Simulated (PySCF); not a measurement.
An unknown is described by computed data only.

Formula: C8H9F3.

- 13C NMR: chemical shifts (computed TMS as zero) by class: 151.9 (1 C), 145.9 (2 C), 132.7 (1 C), 126.1 (1 C), 124.1 (2 C), 58.7 (1 C) ppm [GIAO PBE0/pcSseg-1]
- Dipole: 3.09 D [PBE0/pcSseg-1]
- NMR, other nuclei: isotropic shieldings of nuclei other than C and H, by class: 253 (3 F) ppm [GIAO PBE0/pcSseg-1]
- Rotational structure: rotational constants A, B, C: 1.783, 0.530, 0.454 GHz [GFN2-xTB]
- 1H NMR: chemical shifts (computed TMS as zero) by class: 6.66 (1 H), 5.95 (2 H), 5.69 (1 H), 5.57 (2 H), 5.49 (2 H), 3.44 (1 H) ppm [GIAO PBE0/pcSseg-1]

Gas-phase values; electronic properties from PySCF, density fitting. Levels stand in brackets. The structure is a single GFN2-xTB conformer in the gas phase; no vibrational or solvent corrections. NMR classes are plain means over equivalent atoms (diastereotopic ones count apart unless rotation or inversion swaps them), as if these changed places fast.

Question: What is the compound? Reason from the data.

Answer: Numbering: `[CH2:1]=[CH:2][CH:3]([CH:4]=[CH2:5])/[CH:6]=[CH:7]/[C:8]([F:9])([F:10])[F:11]`. Its formula, C8H9F3, gives 3 degrees of unsaturation: 0 rings and 3 π bonds in the structure found. 8 carbons fall into 6 classes; from least to most shielded: alkene CH carbon [C6] (151.9 ppm), alkene CH carbon [C2/C4] (145.9 ppm, 2 C), CF3 carbon [C8] (132.7 ppm), alkene CH carbon [C7] (126.1 ppm), terminal =CH2 carbon [C1/C5] (124.1 ppm, 2 C), allylic carbon [C3] (58.7 ppm). Hydrogen classes from least to most shielded: 1 H on an alkene CH carbon, C6 (6.66 ppm), 2 H on 2 alkene CH carbons, C2/C4 (5.95 ppm), 1 H on an alkene CH carbon, C7 (5.69 ppm), 2 H on 2 terminal =CH2 carbons, C1/C5 (5.57 ppm), 2 H on 2 terminal =CH2 carbons, C1/C5 (5.49 ppm), 1 H on an allylic carbon, C3 (3.44 ppm). The other shieldings belong to: 253 ppm, fluorine of a CF3 group [F9/F10/F11]. The optimised geometry has point group C1 and is an asymmetric top. Structure: `C=CC(C=C)/C=C/C(F)(F)F`. Computed isomers that give other values at the same levels: `C=C[C@@H]1CC(=C)[C@H]1C(F)(F)F` (13C chemical shifts (computed TMS as zero) by class: 149.6 (1 C), 148.0 (1 C), 135.9 (1 C), 122.6 (1 C), 121.7 (1 C), 54.2 (1 C), 38.2 (1 C), 37.0 (1 C) ppm); `C=C[C@@H]1CC(=C)[C@@H]1C(F)(F)F` (13C chemical shifts (computed TMS as zero) by class: 148.4 (1 C), 147.6 (1 C), 135.3 (1 C), 125.2 (1 C), 121.2 (1 C), 52.6 (1 C), 37.6 (1 C), 37.6 (1 C) ppm); `C=C(/C=C\C)C(=C)C(F)(F)F` (13C chemical shifts (computed TMS as zero) by class: 147.8 (1 C), 146.4 (1 C), 140.1 (1 C), 136.9 (1 C), 133.1 (1 C), 130.4 (1 C), 126.9 (1 C), 21.9 (1 C) ppm). The assignments are read from this structure; whether some other isomer fits the data as well wasn't checked.

Shape of the structure used: `[CH2:1]=[CH:2][CH:3]([CH:4]=[CH2:5])/[CH:6]=[CH:7]/[C:8]([F:9])([F:10])[F:11]`: C1–C2–C3–C4 -118°, C2–C3–C4–C5 123°, C2–C3–C6–C7 124°, C6–C7–C8–F9 -123°.
